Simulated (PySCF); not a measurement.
SMILES C#CCC=C (C5H6), GFN2-xTB optimised geometry.

```
11

C      2.29    -1.87     2.11
C      1.91    -1.27     1.15
C      1.40    -0.55     0.00
C     -0.10    -0.55     0.00
C     -0.84     0.54     0.00
H      2.65    -2.39     2.95
H      1.79     0.48     0.02
H      1.77    -1.04    -0.91
H     -0.56    -1.53     0.01
H     -0.40     1.53     0.00
H     -1.91     0.51     0.00
```

Density from B3LYP/def2-TZVP (PySCF 2.14.0) at that geometry.

Minimum of the electron density along straight lines between bonded atoms, close to the bond critical point (lines longer than 1.1 times the sum of covalent radii, or with two minima, are not listed):

```json
[
 {"bond": "C1–C2", "length / Å": "1.196", "ρ at the minimum / e bohr⁻³": "0.424", "∇²ρ there / e bohr⁻⁵": "-1.24", "position (fraction from the first atom)": "0.48"},
 {"bond": "C2–C3", "length / Å": "1.451", "ρ at the minimum / e bohr⁻³": "0.277", "∇²ρ there / e bohr⁻⁵": "-0.77", "position (fraction from the first atom)": "0.54"},
 {"bond": "C3–C4", "length / Å": "1.501", "ρ at the minimum / e bohr⁻³": "0.260", "∇²ρ there / e bohr⁻⁵": "-0.69", "position (fraction from the first atom)": "0.50"},
 {"bond": "C4–C5", "length / Å": "1.319", "ρ at the minimum / e bohr⁻³": "0.364", "∇²ρ there / e bohr⁻⁵": "-1.15", "position (fraction from the first atom)": "0.51"},
 {"bond": "C1–H6", "length / Å": "1.049", "ρ at the minimum / e bohr⁻³": "0.301", "∇²ρ there / e bohr⁻⁵": "-1.15", "position (fraction from the first atom)": "0.66"},
 {"bond": "C3–H7", "length / Å": "1.093", "ρ at the minimum / e bohr⁻³": "0.280", "∇²ρ there / e bohr⁻⁵": "-0.97", "position (fraction from the first atom)": "0.64"},
 {"bond": "C3–H8", "length / Å": "1.096", "ρ at the minimum / e bohr⁻³": "0.277", "∇²ρ there / e bohr⁻⁵": "-0.95", "position (fraction from the first atom)": "0.64"},
 {"bond": "C4–H9", "length / Å": "1.082", "ρ at the minimum / e bohr⁻³": "0.289", "∇²ρ there / e bohr⁻⁵": "-1.03", "position (fraction from the first atom)": "0.65"},
 {"bond": "C5–H10", "length / Å": "1.078", "ρ at the minimum / e bohr⁻³": "0.288", "∇²ρ there / e bohr⁻⁵": "-1.03", "position (fraction from the first atom)": "0.64"},
 {"bond": "C5–H11", "length / Å": "1.077", "ρ at the minimum / e bohr⁻³": "0.289", "∇²ρ there / e bohr⁻⁵": "-1.04", "position (fraction from the first atom)": "0.64"}
]
```
